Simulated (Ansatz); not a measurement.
Si$_{2}$H$_{6}$ClO$_{2}$F$_{3}$, closed shell: at the start structure of a reaction step.

Input (in.yaml):

```yaml
crystal:
  periodic: [false, false, false]
  atoms:
    - {symbol: Si, position_ang: [-1.030204, 0.844817, 0.476128]}
    - {symbol: O, position_ang: [-0.054643, 0.131326, -0.629090]}
    - {symbol: Si, position_ang: [0.303965, 0.491468, -2.228855]}
    - {symbol: F, position_ang: [-2.323810, 1.329385, -0.275484]}
    - {symbol: F, position_ang: [-0.279313, 2.124757, 1.005671]}
    - {symbol: O, position_ang: [-1.454610, -0.160660, 1.636925]}
    - {symbol: H, position_ang: [1.299541, -1.717513, 2.102605]}
    - {symbol: Cl, position_ang: [1.001953, -1.358478, 3.317297]}
    - {symbol: H, position_ang: [0.804153, -1.136263, -0.058801]}
    - {symbol: F, position_ang: [1.327548, -1.832669, 0.320946]}
    - {symbol: H, position_ang: [0.340259, 1.963256, -2.385727]}
    - {symbol: H, position_ang: [-0.737952, -0.104105, -3.094049]}
    - {symbol: H, position_ang: [1.626341, -0.113896, -2.494311]}
    - {symbol: H, position_ang: [-0.823227, -0.461424, 2.306746]}
basis:
  gaussian: {orbitals: def2-TZVPP}
hamiltonian: {xc: {name: wB97X-V}}
```

Command:

```bash
ansatz run in.yaml --threads 4 --pin off --events-out ev --progress --plain --max-ram 66560MiB --backend cuda --devices 0, --max-vram 37GiB
```

What Ansatz 0.2.0 printed:

```
Functional definition: wB97X-V
  name "wB97X-V"
  cite "Mardirossian & Head-Gordon, Phys. Chem. Chem. Phys. 16, 9904 (2014) doi:10.1039/C3CP54374A"
  cite "Becke, J. Chem. Phys. 107, 8554 (1997) doi:10.1063/1.475007"
  cite "Vydrov & Van Voorhis, J. Chem. Phys. 133, 244103 (2010) doi:10.1063/1.3521275"
  parameter omega = 0.3/bohr
  parameter cx = 0.167
  parameter cx1 = 0.603
  parameter cx2 = 1.194
  parameter css0 = 0.556
  parameter css1 = -0.257
  parameter cos0 = 1.219
  parameter cos1 = -1.850
  parameter b = 6.0
  parameter c = 0.01
  exchange = spin_sum(e_x_unif_sr(omega)*poly(b97_u_x, 1 - cx, cx1, cx2)) + cx*exact_x_sr(omega) + exact_x_lr(omega)
  correlation = spin_sum(e_c_pw_same_spin*poly(b97_u_same, css0, css1))
      + integral(e_c_pw_opposite_spin*poly(b97_u_opposite, cos0, cos1)) + vv10(b, c)
2016 factors; their error is unknown
405 factors; integrals over basis functions are off by at most 2.1e-5 eV
mean field evaluation 1: about -40618.8403 eV, gradient 7.4e1 eV
mean field evaluation 2: about -40619.2259 eV, gradient 7.6e1 eV
mean field evaluation 4: about -40626.9186 eV, gradient 1.9e0 eV
mean field evaluation 8: about -40626.9375 eV, gradient 3.0e-2 eV
mean field evaluation 16: about -40626.9936 eV, gradient 1.4e-4 eV
mean field -40626.99363418 eV, -1493.0144780906 hartree, gradient 3.9e-5 eV, S^2 0.000000; 0 other end points of the search recorded, 0 dependent functions left out
reference -40626.99363177 eV, -1493.0144780022 hartree; 47, 47 occupied and 318, 318 virtual orbitals, 2016 factors
Total energy: -40626.99363177 eV, -1493.0144780022 hartree
```

The lines “mean field evaluation” count trial sets of orbitals through the whole run, from several starts and some on an approximate energy, so they need not fall steadily or lie above the final value.

Hardware: 4 CPU threads of an AMD EPYC 7R13 and a share of one NVIDIA H100, shared host. Wall time 4.3 s; peak host memory 0.96 GiB.
